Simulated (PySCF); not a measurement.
## AlCl₃: from structure and modes to constants

All numbers come from B3LYP/[Al def2-TZVP, Cl def2-TZVP], no relativity, density fitting, PySCF.

The singlet minimum has D3h symmetry. Masses (u): Al 26.98154, Cl 34.96885.

```xyz
4
charge 0 multiplicity 1, angstrom
Al    0.0000    0.0000    0.0000
Cl    2.0792    0.0000    0.0000
Cl   -1.0396    1.8006    0.0000
Cl   -1.0396   -1.8006    0.0000
```

Harmonic wavenumbers (cm⁻¹): 145.2 (e', ×2), 202.4 (a2'', ×1), 379.3 (a1', ×1), 612.5 (e', ×2).

Question: Find the principal moments of inertia and the rotational constants. What kind of rotor is it?

Answer: About the centre of mass I = 226.75, 226.75, 453.5 u Å². With B = 16.8576/I this gives 0.07434, 0.07434, 0.03717 cm⁻¹. The molecule is an oblate symmetric top.

Question: What is the harmonic zero-point energy?

Answer: Half the sum of all 6 wavenumbers, 2097/2 = 1049 cm⁻¹, which is 12.5 kJ/mol (1 cm⁻¹ = 0.0119627 kJ/mol).

Question: Find the vibrational entropy and heat capacity at 298.15 K.

Answer: With u = 1.43878 ω/T, each mode gives S = R[u/(eᵘ−1) − ln(1−e⁻ᵘ)] and C = R u² eᵘ/(eᵘ−1)².
```json
{"ω (cm⁻¹)": "145.2 (×2)", "u": "0.701", "S (J/(mol K))": "11.44", "C (J/(mol K))": "7.98"}
{"ω (cm⁻¹)": "202.4", "u": "0.977", "S (J/(mol K))": "8.83", "C (J/(mol K))": "7.68"}
{"ω (cm⁻¹)": "379.3", "u": "1.830", "S (J/(mol K))": "4.36", "C (J/(mol K))": "6.34"}
{"ω (cm⁻¹)": "612.5 (×2)", "u": "2.956", "S (J/(mol K))": "1.79", "C (J/(mol K))": "4.21"}
```
The sums over all modes are S = 39.7 and C = 38.4 J/(mol K); the softest mode gives 29 % of the entropy (each member, where degenerate).

Question: Give the standard entropy (298.15 K, 1 bar) by its translational, rotational, vibrational and spin parts, and Cp.

Answer: Sackur–Tetrode with M = 131.89 u gives 169.7; rotation with symmetry number 6 gives 104.2; vibration 39.7; spin R ln 1 = 0.0. The total is 313.6 J/(mol K), and Cp = 4 R + 38.4 = 71.7 J/(mol K).
